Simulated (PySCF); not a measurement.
CH7O2Si2 (doublet state).
Z-matrix (Å and degrees, GFN2-xTB geometry), rows numbered from 1:
```
O 
C   1  1.3544
Si  2  1.8475  1  122.64
O   3  1.6384  2  100.03  1    -0.01
Si  4  1.6165  3  155.37  2  -179.86
H   1  0.9680  2  107.99  3    -0.04
H   2  1.0783  1  111.57  3  -179.99
H   3  1.4661  2  114.94  1  -114.58
H   3  1.4660  2  115.03  1   114.49
H   5  1.4629  4  103.14  3   179.81
H   5  1.4607  4  108.45  3   -60.77
H   5  1.4606  4  108.41  3    60.34
```

The hyperfine couplings belong to this conformer and change with its torsions.

The species is `O[CH][SiH2]O[SiH3]` [radical].

Computed, not measured: PySCF, UKS B3LYP, pcH-1 on C H O Si, non-relativistic, mean-field spin-orbit, GIAO. One conformer (not necessarily the lowest) at the GFN2-xTB geometry, without solvent, vibrations or thermal averaging. Couplings are sensitive to structure, and on GFN2-xTB geometries they can be far from those on DFT ones. The SCF solution wasn't tested for stability.

(1) Match the computed a_iso(17O) values -24.3, +1.6 MHz with the sites O1; O4.

(2) The isotropic 29Si couplings are +46.8, +0.9 MHz. Assign them to Si3; Si5.

(3) The isotropic 1H couplings, averaged over equivalent nuclei, are -52.9, +47.7, -15.4, +0.3 MHz. Assign them to H6; H7; H8/H9; H10/H11/H12.

## Answers

(1) 
```csv
site,a_iso (MHz),ρ(0) (bohr⁻³),position,distance from C2 (Å),spin population,largest |T| (MHz)
O1,-24.3,+0.0402,1 bond from C2,1.35,+0.16,80.4
O4,+1.6,-0.0026,2 bonds from C2,2.67,0.00,0.6
```

(2) 
```tsv
site	a_iso (MHz)	ρ(0) (bohr⁻³)	position	distance from C2 (Å)	spin population	largest |T| (MHz)
Si3	+46.8	-0.0527	1 bond from C2	1.85	-0.01	3.4
Si5	+0.9	-0.0010	3 bonds from C2	4.24	0.00	0.3
```

(3) 
| site | a_iso (MHz) | ρ(0) (bohr⁻³) | position | distance from C2 (Å) | bound to | spin population there | largest \|T\| (MHz) |
| --- | --- | --- | --- | --- | --- | --- | --- |
| H6 | -15.4 | -0.0035 | β, 2 bonds from C2, on O1 of spin population +0.16 | 1.89 | O1 | +0.16 | 25.6 |
| H7 | -52.9 | -0.0118 | α, 1 bond from C2 | 1.08 | C2 | +0.84 | 33.2 |
| H8/H9 | +47.7 | +0.0107 | β, 2 bonds from C2 | 2.80 | Si3 | -0.01 | 5.2 |
| H10/H11/H12 | +0.3 | +0.0001 | 4 bonds from C2 | 4.85 | Si5 | 0.00 | 1.3 |

ρ(0) is the spin density at the nucleus and T the dipolar tensor; a_iso includes a spin–orbit part; entries for several nuclei are means. The Mulliken spin populations are largest on C2 (+0.84) and O1 (+0.16). The angles at C2 add up to 360.0°, so it is planar; its axial dipolar tensor and the negative coupling of its proton fit spin in a p orbital normal to that plane.

Examples of negative spin density at the nucleus (bohr⁻³): Si3 (-0.0527), H7 (-0.0118) and H6 (-0.0035).

Class means assume fast exchange of nuclei equivalent by connectivity; if that motion is slow, each nucleus keeps its own coupling.
